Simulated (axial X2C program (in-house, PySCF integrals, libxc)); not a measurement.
**SbP⁻: bond constants with and without spin–orbit coupling**

Computed with an in-house relativistic program for diatomic molecules. Spin-free means the one-electron spin-free X2C Hamiltonian; two-component (2c) means X2C with spin–orbit coupling and atomic mean-field two-electron Coulomb and Gaunt terms, so the difference of the two also holds small scalar two-electron terms. Basis: Sb dyall-acv3z [12s13p9d5f1g], P dyall-av3z [9s8p3d2f] (cores contracted in-house); Gaussian nuclei, density fitting, unrestricted open shells. Masses: Sb 120.904 u, P 30.974 u.

Input:
```json
{"zs": [51, 15], "q": -1, "bas": ["dyall-acv3z", "dyall-av3z"], "levels": ["PBE0", "HF", "B97-3"], "cc": true, "r0": 2.35, "thr": -1.0, "nmax": 90, "npts": 10, "nst": 2, "ntry": 6}
```
```bash
python so2c.py task.json out
```

Keys: zs atomic numbers; q charge; bas basis sets; levels methods; cc coupled cluster on or off; r0 starting distance in Å; thr threshold in hartree for freezing inner shells (an s shell follows its p shell); nmax most natural virtual spinors; npts points on the curve; nst determinants followed; ntry starts of the search. HF also brings MP2.

State, spin-free: M_S = 1/2, Λ = 1 (beyond evenly filled blocks: π+α); electrons by block: σα: 15, σβ: 15, π+α: 8, π+β: 7, π-α: 7, π-β: 7, δ+α: 2, δ+β: 2, δ-α: 2, δ-β: 2. Fragments: Sb- + P.

State, 2c: Ω = 1/2 (⟨Sz⟩ = -0.50, ⟨Lz⟩ = 1.00 at HF); electrons by block: 1/2: 23, -1/2: 22, 3/2: 9, -3/2: 9, 5/2: 2, -5/2: 2. Fragments: Sb- + P.

```
Hamiltonian    level  Re (Å)  ωe (cm⁻¹)  ωexe (cm⁻¹)  Be (cm⁻¹)  αe (cm⁻¹)  De (eV)  D0 (eV)  k (mdyn/Å)  μ (D)
  spin-free     PBE0   2.277      461.7         1.62     0.1318   0.000442     3.56     3.53         3.1  -3.26
  spin-free       HF   2.374      336.6         1.63     0.1213    0.00069     1.19     1.17        1.65  -1.74
  spin-free     CCSD   2.289      442.6         1.88     0.1305   0.000601     3.02     2.99        2.85    n/a
  spin-free  CCSD(T)   2.292      450.2         1.57     0.1301   0.000524     3.30     3.27        2.95    n/a
  spin-free    B97-3   2.290      449.3          n/a     0.1303        n/a     3.71     3.68        2.93  -3.47
         2c       HF   2.379      335.0         1.71     0.1208   0.000709      n/a      n/a        1.63  -1.95
         2c     CCSD   2.297      434.1         1.86     0.1296   0.000614     2.97     2.94        2.74    n/a
         2c  CCSD(T)   2.299      441.8         1.62     0.1294   0.000552     3.23     3.20        2.84    n/a
```

Correlated methods: 11 electrons correlated (number of frozen shells: Sb 4 s, 3 p, 2 d; P 2 s, 1 p), 291 virtual spin orbitals or spinors in MP2, 90 natural virtuals in coupled cluster.

Dipoles are positive if P is the positive end and refer to the centre of mass.

The state is one determinant whose occupation by symmetry is held fixed; it was picked as the lowest of a PBE0 search that is not exhaustive. De is counted from the lowest determinant-based energies of the atoms at the same level, without counterpoise correction. De is not given where an atomic determinant may have missed its ground term or J level, or where the truncated virtual space spoils (T). Coupled cluster ran in a truncated set of natural virtual spinors; the MP2 energy of the rest was added. (T) has no such correction and the atoms are truncated less, which lowers De at CCSD(T) by a hundredth of an eV or more. Without a current term, density functionals place determinants with orbital angular momentum somewhat too high. The highest occupied level of some functionals is positive through self-interaction error; at Hartree–Fock it is bound. The determinant is spin-polarised beyond a pure state at some levels (its spin-free form has ⟨S²⟩ too high), which makes Re and μ there less reliable. The T1 diagnostic is large, a sign of multireference character. With the outer-core shells frozen, correlated bond lengths of heavy atoms tend to come out a few hundredths of an ångström too long. Hartree–Fock gets electron affinities wrong, so its lowest charge split need not be the true one.

No reliable constants came from B97-3 (2c), MP2 (2c), MP2 (spin-free), PBE0 (2c): no minimum in range, unconverged points, a curve that is not smooth, a change of character along it, or the two Hamiltonians disagreeing along it.

Rough cost a point (2c) on 1 thread(s) of a shared host, integrals apart: HF 1.3 s, CCSD(T) 6 s.

The whole task took 3.5 min on 1 thread of Arm Neoverse V2, with other jobs on the host.
